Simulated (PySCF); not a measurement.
```xyz
3
charge 0 multiplicity 7, angstrom
Te   -0.5381   -0.5381    0.0000
Ti    0.7450    0.7450    1.9622
Ti    0.7450    0.7450   -1.9622
```

Level of theory: UPBE0/[Te def2-SVP with ECP28, Ti def2-SVP], scalar-relativistic core potentials, density fitting, no spin–orbit coupling, PySCF.

This geometry of Ti2Te is a stationary point at this level.

**Question.** What is the point group?

**Answer.** C2v.

**Question.** Is it a minimum?

**Answer.** Yes: all harmonic wavenumbers are real, though the softest, 44 cm⁻¹, leaves little margin.

**Question.** Which band is strongest in the infrared?

**Answer.** 235 cm⁻¹ (b2), 25 km/mol.

**Question.** What are the dipole moment and the gap between the highest occupied and lowest empty levels of either spin?

**Answer.** 4.83 D and 2.37 eV.

Only a few start shapes were tried, so a lower isomer may exist. With open d or f shells other occupations or spin states may lie lower. At this level a septet minimum of C2v symmetry lies 5 kJ/mol below this structure. No spin–orbit coupling is included, which matters more the heavier the element.
